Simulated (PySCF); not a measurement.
Al(F)(OH)(OSiH3) (AlFH4O2Si), SMILES [OH][Al]([F])[O][SiH3].

The structure is a stationary point at PBE-D3(BJ)/def2-SVP. The structure was generated by enumeration; whether it is a known compound was not checked. The values are those of a single conformer.

The numbers are results of PBE-D3(BJ)/def2-SVP in PySCF, not measurements.

Frequencies are harmonic and unscaled.

A small imaginary wavenumber (i) marks a very flat motion, where grid noise or a shallow saddle decides the sign.

Computed harmonic wavenumbers and intensities:
| mode | ν (cm⁻¹) | IR (km/mol) | moving atoms (share of kinetic energy) |
|---|---|---|---|
| 1 | 17i | 0.0 | H 93 % |
| 2 | 27 | 1.6 | O 53 %, Si 18 %, H 14 %, F 13 % |
| 3 | 58 | 1.5 | O 68 %, H 14 %, Si 9 % |
| 4 | 215 | 42.3 | F 39 %, O 34 %, Si 12 %, H 11 % |
| 5 | 240 | 13.1 | O 56 %, F 22 %, Al 16 % |
| 6 | 279 | 65.9 | Al 66 %, O 21 %, F 10 % |
| 7 | 341 | 120.9 | H 89 %, O 10 % |
| 8 | 496 | 10.9 | Si 36 %, Al 22 %, O 16 %, F 15 %, H 11 % |
| 9 | 608 | 124.4 | H 71 %, O 24 % |
| 10 | 707 | 53.6 | H 84 %, Si 9 % |
| 11 | 713 | 55.8 | H 84 %, Si 9 % |
| 12 | 816 | 74.4 | Al 33 %, F 28 %, O 22 %, H 12 % |
| 13 | 916 | 50.3 | H 94 % |
| 14 | 917 | 72.2 | H 96 % |
| 15 | 930 | 128.2 | Al 49 %, O 26 %, F 20 % |
| 16 | 971 | 338.7 | H 85 %, Si 13 % |
| 17 | 1137 | 510.0 | O 75 %, Al 15 % |
| 18 | 2160 | 109.5 | H 97 % |
| 19 | 2163 | 124.3 | H 97 % |
| 20 | 2164 | 147.8 | H 96 % |
| 21 | 3814 | 90.6 | H 94 % |
